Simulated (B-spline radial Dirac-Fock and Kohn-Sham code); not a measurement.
## What relativity does to the binding energies of Ar⁴⁺

System: Ar⁴⁺, configuration [Ne] 3s2 3p2.

Both columns are ΔSCF binding energies of the configuration average from a radial B-spline solver: non-relativistic Hartree-Fock with a point nucleus, and Dirac-Fock with a finite nucleus and the Coulomb interaction alone, averaged over the two j levels with weights 2j+1.

```tsv
shell	Hartree-Fock (eV)	Dirac-Fock (eV)	shift (eV)	shift (%)
1s	3272.6	3286.5	+13.86	+0.42
2s	397.8	400.2	+2.45	+0.62
2p	321.7	321.8	+0.10	+0.03
3s	88.45	88.80	+0.35	+0.40
3p	72.80	72.82	+0.02	+0.03
```

Relativity binds 1s, 2s, 2p, 3s, 3p more strongly, among those listed most of all 2s in relative terms.

Values without a named source are computed, but for edge energies of neutral atoms, which are taken from tables.
